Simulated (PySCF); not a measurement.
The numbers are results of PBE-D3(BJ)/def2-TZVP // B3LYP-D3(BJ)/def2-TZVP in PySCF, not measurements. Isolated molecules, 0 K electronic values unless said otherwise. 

Reference species (SMILES): `[CH3][InH][CH3]` (neutral, multiplicity 1).

```
Item            Value
-------------  ------
dipole moment  0.59 D
```

Changed species: `[CH3][In]([CH3])[CH3]` (whole molecule; the reference has whole molecule).

Problem. Give the shifts of the dipole moment.

Solution. the dipole moment drops by 0.58 D, to 0.01 D.
